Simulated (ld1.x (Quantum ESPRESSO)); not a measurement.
# Plane-wave convergence, RRKJ potential for S (Z = 16)

```json
{
 "Element": "S",
 "Generator": "ld1.x (Quantum ESPRESSO) 7.5",
 "Type": "norm-conserving RRKJ (Kleinman–Bylander form)",
 "Functional": "PBEsol",
 "Relativity": "non-relativistic",
 "Frozen core": "[Ne]",
 "Valence charge": "6",
 "Reference configuration": "3s2 3p4",
 "Partial waves": "3s (bound): rc 1.55 bohr; 3d channel at 0.1 Ry: rc 1.40 bohr; 3p (bound): rc 1.70 bohr",
 "Local potential": "the p channel",
 "Core correction": "none",
 "rho0": "0.001"
}
```

The pseudo-atom Hamiltonian at the reference potential is diagonalised in spherical Bessel functions j_l(qr) that vanish at 20 bohr, with q² up to the cutoff. All-electron valence levels (Ry): 3s -1.2554, 3p -0.5138.

Question: How do the lowest levels (Ry) of each channel move with the cutoff, and are there ghosts?

Answer:

```tsv
cutoff (Ry)	s #1	s #2	d #1	p #1	p #2	f #1	f #2	Σ f·Δε (mRy)
8	-1.0098	-0.0090	0.0714	-0.4947	0.0330	0.1175	0.2508	567.9
10	-1.0753	-0.0120	0.0714	-0.5074	0.0326	0.1175	0.2508	386.1
15	-1.1777	-0.0170	0.0713	-0.5121	0.0324	0.1175	0.2508	162.4
21	-1.2384	-0.0203	0.0712	-0.5125	0.0324	0.1175	0.2508	39.4
25	-1.2475	-0.0208	0.0712	-0.5132	0.0324	0.1175	0.2508	18.5
30	-1.2530	-0.0212	0.0711	-0.5136	0.0324	0.1175	0.2508	5.8
40	-1.2542	-0.0212	0.0711	-0.5138	0.0324	0.1175	0.2508	2.8
50	-1.2545	-0.0213	0.0711	-0.5138	0.0324	0.1175	0.2508	2.0
55	-1.2548	-0.0213	0.0711	-0.5138	0.0324	0.1175	0.2508	1.4
60	-1.2550	-0.0213	0.0711	-0.5138	0.0324	0.1175	0.2508	0.9
80	-1.2554	-0.0213	0.0711	-0.5138	0.0324	0.1175	0.2508	0.1
400	-1.2555	-0.0213	0.0711	-0.5138	0.0324	0.1175	0.2508	0.0
```

Result: no extra level below or beside the all-electron valence levels (s, d, p, f tested); 10 mRy is reached at 30 Ry and 1 mRy at 60 Ry.
